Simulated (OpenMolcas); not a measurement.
Ions of charge +3 along the 3d row on the Mg site of MgO

```
Program             : OpenMolcas 26.06
Method              : CASSCF
Spin-orbit coupling : state interaction with AMFI integrals over the reference wave functions
```

The d shell is active. Each dopant is a cluster with its nearest anions in model potentials and point charges, with no relaxation and no local charge compensation. Distances were set from a Shannon-type radius of the metal (high-spin where two are listed) plus a fixed donor radius (O 1.38 Å), in hosts weighted 0.65 to 0.35 with the host's distance in the model lattice. Ligand basis ANO-RCC-VDZP, DKH2 Hamiltonian. States (labels of O, the rotations of Oh). Energies in cm-1 above the lowest state or level, χT in cm3 K/mol; under a threefold ground state the first gap can be a small split of the lowest multiplet, not the spin-orbit step; 10Dq and B are least-squares fits to the states below 45000 cm-1, weighted by degeneracy, with a free offset, and given where the rms deviation is under 5 % of |10Dq| (or 100 cm-1) and under 700 cm-1. Spin-only χT is S(S+1) / 2 for the spin of the ground state.

| Ion | Shell | R (Å) | Metal basis | Ground state | First state of that spin | 10Dq | B (rms of fit) | First gap with spin-orbit (degeneracies) | χT at 300 K | First state of another spin | Spin-only χT |
| --- | --- | --- | --- | --- | --- | --- | --- | --- | --- | --- | --- |
| Ti3+ | 3d1 | 2.069 | ANO-RCC-VTZP | 2T2 | 2E 19269 | 19269 |  | 198.9 (4, 2) | 0.450 |  | 0.375 |
| V3+ | 3d2 | 2.05 | ANO-RCC-VTZP | 3T1 | 3T2 15389 | 16964 | 937 (34) | 4.0 (2, 3) | 0.905 | 1T2 12926 | 1.000 |
| Cr3+ | 3d3 | 2.034 | ANO-RCC-VTZP | 4A2 | 4T2 15525 | 15330 | 1015 (87) | 15422 (4, 2) | 1.838 | 2E 18559 | 1.875 |
| Fe3+ | 3d5 | 2.053 | ANO-RCC-VTZP | 6A1 |  | 12648 | 1171 (210) | 22993 (6, 2) | 4.385 | 4T1 23114 | 4.375 |
| Ni3+ | 3d7 | 2.024 | ANO-RCC-VTZP | 4T1 | 4T2 9684 |  |  | 459.1 (2, 4) | 3.304 | 2E 11079 | 1.875 |
| Cu3+ | 3d8 | 1.985 | ANO-RCC-VTZP | 3A2 | 3T2 11367 | 11754 | 1261 (197) | 10979 (3, 2) | 1.263 | 1E 16896 | 1.000 |

Among the 5 ions with a close fit, |10Dq| is smallest for Cu3+ (11754 cm-1) and largest for Ti3+ (19269 cm-1). The error differs from ion to ion, so this order need not be the real one.

B goes from 937 cm-1 (V3+) to 1261 cm-1 (Cu3+).

Every ion keeps the highest spin of its shell. χT departs most from the spin-only value for Ni3+, by +1.429 cm3 K/mol.

Ligand-to-metal charge-transfer states are missing. With metal d orbitals alone and no dynamic correlation 10Dq can be off by a tenth to a fifth, either way, in oxide and fluoride hosts. An orbital triplet at a regular site is open to Jahn-Teller coupling, which can distort the site and quench the lowest spin-orbit gaps and is left out (holds for Ti3+; V3+; Ni3+). Without dynamic correlation the repulsion within the d shell is too large (B by tens of per cent), so at a given field states of lower spin stand too high (holds for V3+; Cr3+; Fe3+; Ni3+; Cu3+). With no ligand orbital active B as a rule stays too high, so bands that hang on it stand too high and its fall with covalency is understated (holds for V3+; Cr3+; Fe3+; Ni3+; Cu3+). This shell can be high or low spin here, a state of another spin lies low, and with metal d orbitals alone active their balance is uncertain, so the ground spin may be wrong (holds for Ni3+). The least metal-like active orbital is 82 % on the metal (Löwdin) and no ligand orbital is active, so the numbers are rough (holds for Cu3+). No measured value stands beside these numbers; the geometry was set by hand and not optimised.
